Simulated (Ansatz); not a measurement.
Molecule: BH3 (charge +1, doublet). 
Coordinates optimised at B3LYP-D3(BJ)/def2-TZVP (Ansatz, a program for electronic structure):
```xyz
4

B      0.0408    -0.0558     0.0911
H     -1.0045     0.1986    -0.5934
H      0.4581    -0.6265     1.0230
H      0.3423     0.7069    -0.8853
```
Charge +1, spin multiplicity 2.

Parts of the frozen-core correlation energy in cc-pVDZ (Ansatz, hartree). Frozen orbitals: 1; correlated occupied orbitals by spin: 3 and 2; virtual: 25 and 26. Open shells are spin-unrestricted. No spin-orbit coupling. No relativistic terms.

```json
[
 {"term": "reference (HF)", "value": "-25.97985"},
 {"term": "MP2 opposite-spin", "value": "…"},
 {"term": "MP2 same-spin", "value": "…"},
 {"term": "CCSD correlation", "value": "…"},
 {"term": "(T)", "value": "-0.00125"},
 {"term": "CCSDT minus CCSD(T)", "value": "-0.00040"},
 {"term": "CCSDT(Q) minus CCSD(T)", "value": "-0.00042"},
 {"term": "T1 diagnostic", "value": "0.010"},
 {"term": "largest doubles amplitude", "value": "0.045"},
 {"term": "<S^2> of the reference", "value": "0.760"}
]
```

Q: Some entries are withheld; supply them.

A: 
- MP2 opposite-spin, value: -0.06169
- MP2 same-spin, value: -0.00632
- CCSD correlation, value: -0.08919
